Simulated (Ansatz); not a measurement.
Geometry optimisation, RKS B3LYP-D4/def2-SVP (Ansatz).

Input:

```yaml
crystal:
  periodic: [false, false, false]
  atoms:
    - { symbol: Zn, position_ang: [0.0, 0.0, 0.0] }
    - { symbol: Cl, position_ang: [0.0, 0.0, 2.59] }
    - { symbol: Cl, position_ang: [0.0, 0.0, -2.24] }
    - { symbol: F, position_ang: [-1.898, 0.0, 0.6306] }
    - { symbol: H, position_ang: [-1.4168, 0.0, 1.7691] }
basis:
  gaussian: { orbitals: def2-SVP }
hamiltonian:
  xc: b3lyp
  dispersion: d4
relax:
  f_tol: 0.15
  max_steps: 25
  restrain:
    - { distance: [0, 3], at: 2.9, k: 30.0 }
    - { distance: [4, 1], at: 2.57, k: 30.0 }
    - { distance: [0, 1], at: 2.24, k: 30.0 }
    - { distance: [4, 3], at: 0.92, k: 30.0 }
```

Launched with:

```bash
$ ansatz run input.yaml --threads 2 --pin off --max-ram 3072MiB --backend cpu --events-out ev --progress --plain --runs-dir out
```

Question: Where does it end, and by what steps?

Answer: The forces met the threshold. The restraints hold the end off the free minimum; the threshold counts their pulls, which the force column leaves out. Restrained pairs: Zn1–F4 (2.00 → 2.89 Å), Cl2–H5 (1.64 → 2.57 Å), Zn1–Cl2 (2.59 → 2.21 Å), F4–H5 (1.24 → 0.93 Å). After 5 steps the energy has fallen by 0.779 eV (the restraints' own energy left out); Cl2 moved furthest, 0.63 Å.

```
step  energy less start (eV)  largest force component (eV/Å)  accepted
   0                  0.0000                           1.800       yes
   1                 -0.1945                           2.390       yes
   2                 -0.3166                           2.114       yes
   3                 -0.5050                           1.888       yes
   4                 -0.7228                           1.328       yes
   5                 -0.7786                           1.020       yes
```

```xyz
5
Properties=species:S:1:pos:R:3
Zn 0.310 0.000 0.006
Cl 0.504 0.000 2.206
Cl 0.325 0.000 -2.096
F -2.435 0.000 0.902
H -2.020 0.000 1.732
```

The run took 16 s on 2 threads of Arm Neoverse V1 (shared host), peak memory 0.19 GiB.
